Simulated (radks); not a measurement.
Coulomb parameter of the 5d shell of the gold ion Au3+ in the model configuration [Xe] 4f14 5d6 6p2, as a second difference U = [E(n + 0.5) + E(n - 0.5) - 2 E(n)] / (0.5)^2 with all orbitals relaxed. "Bare": the charge of the atom changes with n. "Screened": the 6p shell takes up the change at fixed total charge, which measures U(5d,5d) + U(6p,6p) - 2 U(5d,6p). Method: Dirac Kohn-Sham, BLYP, spin-unpolarised, spherical densities, point nucleus; open shells are shared between the two j in proportion to 2j + 1; computed with a radial shooting solver on a logarithmic mesh with Libxc functionals.

| case | configuration | E - E(n) (eV) |
|---|---|---|
| start | [Xe] 4f14 5d6 6p2 | 0.000 |
| bare +0.5 | [Xe] 4f14 5d6.5 6p2 | -22.757 |
| bare -0.5 | [Xe] 4f14 5d5.5 6p2 | 26.286 |
| screened +0.5 | [Xe] 4f14 5d6.5 6p1.5 | -10.436 |
| screened -0.5 | [Xe] 4f14 5d5.5 6p2.5 | 11.088 |

U(bare) = 14.118 eV, U(screened by 6p) = 2.609 eV.
